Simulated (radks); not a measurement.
Results of a calculation; reference values are marked as such.
The molybdenum anion Mo- inside a hard spherical wall (all orbitals vanish at R), configuration held at [Kr] 4d5 5s2 and not refilled when levels cross. Level of theory: scalar-relativistic Kohn-Sham, PBE, spin-polarised, spherical densities, finite nucleus; open shells are filled with parallel spins first (spin-orbit coupling, left out, can overturn this in heavy ions); Fermi nuclear charge, rms radius 4.4091 fm (a radial shooting solver on a logarithmic mesh with Libxc functionals). Eigenvalues in eV for spin up, with the zero of energy where the potential of the charges vanishes at infinity; a dash marks a level that is unbound or too diffuse for the functional's potential to be trusted. A positive occupied level is held by the wall or, in an anion where self-interaction has pushed it up, behind a barrier. The pressure on the wall is -dE/dV.

R (bohr)  E (hartree)  kinetic (hartree)    e(4s)    e(4p)   e(5s)   e(4d)  e(5p, empty)  e(6s, empty)  pressure (GPa)
20        -4048.74995           4174.479  -59.885  -34.146   0.026   0.423         2.146         2.208        0.000722
8         -4048.71559           4174.615  -58.283  -32.534   1.394   1.978         4.626         9.673           0.810
6         -4048.60342           4175.040  -55.914  -30.194   3.627   4.100         7.940        19.956            7.79
5         -4048.39825           4175.766  -53.053  -27.417   6.787   6.640        12.305        32.623            30.9
4         -4047.77301           4177.851  -47.353  -21.976  14.776  11.959        22.783        60.551             160
1.5       -3987.58060           4348.430   88.278   123.91  413.81  182.78        446.26        902.14          162000
